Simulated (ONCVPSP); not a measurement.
# How hard is this titanium (Ti) ONCV potential?

Ti, optimised norm-conserving Vanderbilt (ONCV), made with ONCVPSP 4.0.1 (Wu-Cohen, scalar-relativistic). Core [Ne], reference 3s2 3p6 3d2 4s1 (charge +1). Waves: 3s+4s: rc 1.95 bohr, ncon 4, nbas 8, qcut 5.1 1/bohr, 3 projectors, debl 0.6 Ha; 3p: rc 1.70 bohr, ncon 4, nbas 8, qcut 7.2 1/bohr, 1 projector; 3d: rc 1.35 bohr, ncon 4, nbas 9, qcut 11.8 1/bohr, 1 projector. Local part: polynomial inside 1.30 bohr (lpopt 3, dvloc0 0 Ha). Core correction: none.

Q: For each optimised wave give the share of its norm inside rc, the residual kinetic energy above qcut (Ha) and the cutoffs (Ha) for errors of 10, 1, 0.1 and 0.01 mHa per electron.

A:

```json
{"wave": "3s", "norm inside rc": "0.980", "residual KE": "2.3e-06", "10 mHa": "5.9", "1 mHa": "7.9", "0.1 mHa": "9.5", "0.01 mHa": "11.2"}
{"wave": "4s", "norm inside rc": "0.108", "residual KE": "4.2e-05", "10 mHa": "4.5", "1 mHa": "6.3", "0.1 mHa": "9.1", "0.01 mHa": "35.1"}
{"wave": "s projector 3", "norm inside rc": "0.096", "residual KE": "6.0e-05", "10 mHa": "4.6", "1 mHa": "6.5", "0.1 mHa": "11.4", "0.01 mHa": "23.4"}
{"wave": "3p", "norm inside rc": "0.909", "residual KE": "5.8e-06", "10 mHa": "14.7", "1 mHa": "18.8", "0.1 mHa": "22.3", "0.01 mHa": "25.6"}
{"wave": "3d", "norm inside rc": "0.514", "residual KE": "4.7e-07", "10 mHa": "38.6", "1 mHa": "48.5", "0.1 mHa": "56.4", "0.01 mHa": "62.1"}
```

The occupied waves need 48 Ha and 56 Ha for 1 and 0.1 mHa.
